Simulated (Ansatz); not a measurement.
**Redistribution: CBr3Cl + C2H2F4 → CHBr3 + C2HClF4**

Gas-phase species: CBr3Cl (tribromochloromethane) `ClC(Br)(Br)Br`, singlet; C2H2F4 (norflurane) `FCC(F)(F)F`, singlet; CHBr3 (bromoform) `BrC(Br)Br`, singlet; C2HClF4 `FC(Cl)C(F)(F)F`, singlet. The partners trade Cl for H; both sit on C, so the bond types are kept.

Shapes, held fixed at every level: PBE0-D4/def2-TZVP. Programs: Ansatz 0.2.0. The zero-point and thermal change to 298 K, harmonic and unscaled (PBE0-D4/def2-TZVP), is +1.4 kJ/mol.

(1) Estimate ΔH(298 K) of this reaction.

Answers

(1) The highest level, CCSD(T)/def2-TZVPP, gives ΔH(298 K) = -31.4 kJ/mol; the levels span -46.0 to -22.9. The column of differences is taken from that level and isn't an error. No measured value is set beside it here. Relativity is left out for Br. Outer-core shells of Br are correlated, in sets that cover them unevenly.

| level | kind | ΔH(298 K) (kJ/mol) | less CCSD(T)/def2-TZVPP |
| --- | --- | --- | --- |
| HF/def2-TZVPP | Hartree–Fock | -46.0 | -14.6 |
| SPW92/def2-TZVPP | LDA | -30.0 | +1.4 |
| PBE-D4/def2-TZVPP | GGA | -27.9 | +3.5 |
| BHLYP-D4/def2-TZVPP | global hybrid | -32.5 | -1.1 |
| PBE0-D4/def2-TZVPP | global hybrid | -31.8 | -0.4 |
| MP2/def2-SVP | perturbation theory | -25.8 | +5.6 |
| MP2/def2-TZVPP | perturbation theory | -22.9 | +8.5 |
| CCSD(T)/def2-TZVPP | coupled cluster or CI | -31.4 | 0.0 |
